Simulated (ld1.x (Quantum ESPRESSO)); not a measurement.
## Before and after: TM potential for Pb (Z = 82)

```json
{
 "Element": "lead",
 "Generator": "ld1.x (Quantum ESPRESSO) 7.5",
 "Type": "norm-conserving Troullier–Martins (Kleinman–Bylander form)",
 "Functional": "PBE",
 "Relativity": "scalar-relativistic",
 "Frozen core": "[Kr] 4d10 4f14 5s2",
 "Valence charge": "20",
 "Reference configuration": "5p6 5d10 6s2 6p0 (charge +2)",
 "Partial waves": "6s (bound): rc 1.50 bohr; 5p (bound): rc 1.70 bohr; 5d (bound): rc 1.10 bohr",
 "Local potential": "all-electron potential smoothed inside 1.65 bohr (lloc = -2)",
 "Core correction": "Bessel-smoothed model core inside 0.50 bohr"
}
```

Change: wave 6s (bound): rc 1.50 bohr becomes 6s (bound): rc 1.90 bohr.

Cutoffs: the cutoffs (Ry, on a coarse ladder) from which the occupation-weighted sum of valence levels, in a spherical-Bessel basis at the reference potential, stays within 10 and 1 mRy of its value at 400 Ry; they do not see the model core or the augmentation charge, which bear on the density cutoff. Errors are all-electron minus pseudo energies relative to the spin-unpolarised reference configuration.

**Question.** What does the change do?

**Answer.** The potential gets softer (90 Ry and 160 Ry → 80 Ry and 140 Ry); both files keep a bound ghost (s); of the 7 tests that both files solve, the error grows in 0 and shrinks in 1 by more than 15 % and 0.3 meV (median size 110.5 → 119.0 meV). A larger radius leaves more room for a smooth pseudo-wave, so fewer plane waves are needed.

| quantity | base | changed |
| --- | --- | --- |
| cutoff, loose | 90 Ry | 80 Ry |
| cutoff, tight | 160 Ry | 140 Ry |
| loose cutoff by channel (10 mRy a level) | s 35 Ry, p 35 Ry, d 45 Ry | s 12 Ry, p 35 Ry, d 45 Ry |
| bound ghosts | s | s |
| error for 5p6 5d10 6s2 6p2, meV [ΔE -20.02 eV] | -125 | -137 |
| error for 5p6 5d10 6s2 6p1, meV [ΔE -13.44 eV] | -87 | -91 |
| error for 5p6 5d10 6s1 6p0, meV [ΔE 32.41 eV] | +23 | -6.5 |
| error for 5p6 5d10 6s1 6p2, meV [ΔE -3.92 eV] | -221 | -231 |
| error for 5p6 5d10 6s2 6p1.5, meV [ΔE -17.53 eV] | -111 | -119 |
| error for 5p5 5d10 6s2 6p2, meV [ΔE 72.93 eV] | +158 | -160 |
| error for 5p6 5d10 6s0 6p0, meV [ΔE 75.11 eV] | -60 | -65 |

 A true bound ghost makes a file unfit for plane-wave use even where its test errors are small: the radial tests pick states by their node count and pass the ghost by.
